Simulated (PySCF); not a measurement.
# Dipole moment and polarisability of `CN[Si@H]([SiH3])SC`

Compound: C2H11NSSi2.
Atom-mapped SMILES: `[CH3:1][NH:2][Si@H:3]([SiH3:4])[S:5][CH3:6]` (hydrogens: H7, H8, H9 on C1; H10 on N2; H11 on Si3; H12, H13, H14 on Si4; H15, H16, H17 on C6)

Structure used (GFN2-xTB), in Å, numbered top down from 1:
```
atom  x, y, z in Å
C1    -1.546   -1.851   -0.325
N2    -0.548   -1.202    0.493
Si3   -0.545    0.490    0.807
Si4   -0.545    1.584   -1.230
S5     1.251    0.795    1.968
C6     2.507    0.449    0.698
H7    -2.457   -2.086    0.236
H8    -1.814   -1.186   -1.144
H9    -1.146   -2.777   -0.741
H10   -0.198   -1.819    1.214
H11   -1.548    0.952    1.778
H12   -1.922    1.744   -1.707
H13    0.057    2.918   -1.167
H14    0.176    0.850   -2.277
H15    2.485    1.229   -0.058
H16    2.315   -0.521    0.250
H17    3.471    0.444    1.197
```

Level: wB97X-D/def2-SVPD (PySCF), static field, nuclei fixed, core orbitals frozen in the response. The polarisability tensor in these axes (au):

```
x   113.46   3.99   8.72
y     3.99 104.18  -2.80
z     8.72  -2.80 110.75
```

Q: What are the eigenvalues, a third of the trace, and Δα (Δα² = ½Σ(αi − αj)² over the three pairs)?

A: Principal values 98.96, 108.41 and 121.02 au; mean 109.46 au = 16.22 Å³ = 18.05 × 10⁻⁴⁰ C²·m²/J; Δα = 19.17 au (18 % of the mean).

Q: What is the dipole moment, and where does it point?

A: (-0.30, -1.58, -1.28) D, 2.05 D in size, pointing from the negative to the positive side. Measured along this direction, the outermost atoms are S5 at the negative end and H9 at the positive end.

Q: Find the Langevin capture rate constant for H3O+ (19.018 u) meeting this molecule (137.015 u), k = 2.342 × 10⁻⁹ cm³/s × √(α in Å³ / reduced mass in u).

A: The reduced mass is 16.70 u, so k = 2.31 × 10⁻⁹ cm³/s. The formula leaves out the permanent dipole, which adds to the capture rate.

Q: Rayleigh depolarisation ratio (linearly polarised light, static tensor)?

A: ρ = 3Δα²/(45ᾱ² + 4Δα²) = 1102.4/(539204 + 1469.9) = 0.00204.

Q: Give the eigenvalues of the traceless quadrupole moment Θ = ½Σq(3rr − r²1), origin at the centre of nuclear charge.

A: -8.11, 1.77, 6.34 D·Å. The values depend on the origin, since the dipole doesn't vanish. The electronic extent ⟨r²⟩ about the same centre is 1336 bohr², a root-mean-square distance of 2.25 Å for the 74 electrons.

The structure is a single GFN2-xTB conformer in the gas phase; no vibrational or solvent corrections.
